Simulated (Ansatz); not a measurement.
Mulliken charges of C₂H₅FGeO (`F[CH]1O[CH2][GeH2]1`) from PBE/def2-TZVPP in Ansatz (PBE0-D4/def2-TZVP geometry).

| atom | x (Å) | y (Å) | z (Å) | charge (e) |
| --- | --- | --- | --- | --- |
| F1 | -0.617 | -0.324 | 2.061 | -0.181 |
| C2 | 0.391 | -0.351 | 1.114 | 0.076 |
| O3 | 0.140 | -1.328 | 0.157 | -0.190 |
| C4 | -0.441 | -0.646 | -0.973 | -0.144 |
| Ge5 | 0.173 | 1.096 | -0.249 | 0.155 |
| H6 | 1.317 | -0.570 | 1.649 | 0.085 |
| H7 | -1.523 | -0.791 | -1.009 | 0.104 |
| H8 | 0.012 | -1.009 | -1.896 | 0.106 |
| H9 | -0.832 | 2.224 | 0.024 | -0.004 |
| H10 | 1.464 | 1.647 | -0.874 | -0.007 |

**Question.** By hand: the dipole of these point charges (1 e Å = 4.8032 D).

**Answer.** Σ q r = (0.153, 0.289, -0.376) e Å, of length 0.498 e Å = 2.39 D.

**Question.** How does the dipole of the full density compare? (Best estimate.)

**Answer.** The calculation gave: (0.132, 0.266, -0.331) e Å, 2.14 D; the point charges give 1.12 times that, at 1° from its direction.

Point charges leave out the atoms' own dipoles, such as those of lone pairs, and Mulliken's split depends on the basis, so the close match here is no proof of good charges.
